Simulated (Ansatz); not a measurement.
Reaction (ligand exchange at the In–Br bond): `[Cl][In]([Cl])[Br]` + dimethylamine → `C[N](C)[In]([Cl])[Cl]` + HBr

Computed with Ansatz on PBE0-D4/def2-TZVP structures; ΔE is electronic, products minus reactants. CBS: MP2 limit from def2 TZ/QZ plus the TZ coupled-cluster correction, frozen cores. def2 core potentials past Kr. For Br, In outer-core shells are correlated without core-valence functions, which leaves a few kJ/mol of doubt a bond. Scalar relativity is left out up to krypton. Each species was taken in one conformer, which may not be the lowest.

```csv
species,MP2/CBS(def2) energy (Eh)
`[Cl][In]([Cl])[Br]`,-3682.78243
`CNC`,-134.94595
`C[N](C)[In]([Cl])[Cl]`,-1243.78744
HBr,-2573.90023
```

(1) Work out ΔE.

Largest T1 diagnostic among the species: 0.014.

Results:

(1) ΔE = (-1243.78744) + (-2573.90023) − (-3682.78243) − (-134.94595) = 0.04071 Eh = +25.5 kcal/mol. CCSD(T)/CBS gives +25.9 kcal/mol.

The D4 term adds −2.0 kcal/mol with B3LYP and −1.2 kcal/mol with PBE0; it sums over pairs of atoms, weighted by their polarisabilities, and B3LYP, whose exchange is more repulsive, gets the larger term. From BLYP to BHLYP (50 % exact exchange), in def2-TZVPP and without D4, ΔE moves by +3.1 kcal/mol.

B3LYP here is the variant with VWN-RPA as its local correlation; programs differ in this.
